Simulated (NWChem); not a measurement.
# Basis-set convergence for FIPb

```xyz
3

Pb    -0.7352    -0.7178     0.0000
F      0.6257    -2.2594     0.0000
I      1.0313     1.4943     0.0000
```
Charge 0, spin multiplicity 1.

All runs are NWChem calculations. Structure: optimised with PBE0/def2-SVP with def2 effective core potentials on I, Pb, a minimum by its harmonic frequencies.

Quantity: LUMO energy at the level PBE0.

Effective core potentials replace the inner electrons of I, Pb; spin-orbit coupling is left out. The structure started from a generated list of species.

```
basis       functions  LUMO energy (eV)
----------  ---------  ----------------
def2-SVP           66                 ?
def2-SVPD          90                 ?
def2-TZVPP        131             -3.11
def2-TZVP         131             -3.11
def2-TZVPD        155                 ?
def2-QZVP         221             -3.12
```

Task: Fill in the missing entries.

Result: 
- def2-SVP, LUMO energy (eV): -3.04
- def2-SVPD, LUMO energy (eV): -3.19
- def2-TZVPD, LUMO energy (eV): -3.15
